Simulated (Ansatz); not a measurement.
Two isomers of C4H7FSi: A = `CC(F)=C=C[SiH3]`, B = `C=C1C[SiH]1CF`.

Computed with Ansatz on PBE0-D4/def2-TZVP structures; ΔE is electronic, products minus reactants. CCSD(T)/CBS is the MP2 limit (def2-TZVPP, def2-QZVPP) plus CCSD(T) − MP2 in def2-TZVPP, frozen cores. DFT in def2-TZVPP. B3LYP here is the variant with VWN-RPA as its local correlation; programs differ in this. Each species was taken in one conformer, which may not be the lowest.

Q: Which is lower in electronic energy at CCSD(T)/CBS, and by how much? (Best estimate.)

A: Ansatz gave: A, by 30.5 kJ/mol.

Q: Give E(B) − E(A) in kJ/mol with CCSD/def2-TZVPP, PBE0-D4, PBE-D4, ωB97M-V, B3LYP, HF/def2-TZVPP, B3LYP-D4. (Estimate.)

A: The calculation gave: CCSD/def2-TZVPP 35.9, PBE0-D4 24.9, PBE-D4 28.0, ωB97M-V 29.7, B3LYP 44.9, HF/def2-TZVPP 58.1, B3LYP-D4 42.3. None reverses the order clearly.

Largest T1 diagnostic: 0.012.

From PBE to PBE0 (25 % exact exchange), in def2-TZVPP and without D4, E(B) − E(A) moves by −3.4 kJ/mol. In def2-TZVPP, CCSD(T) changes the Hartree–Fock value by −23.1 kJ/mol (the triples alone add −1.0 kJ/mol) and MP2 by −30.9 kJ/mol.
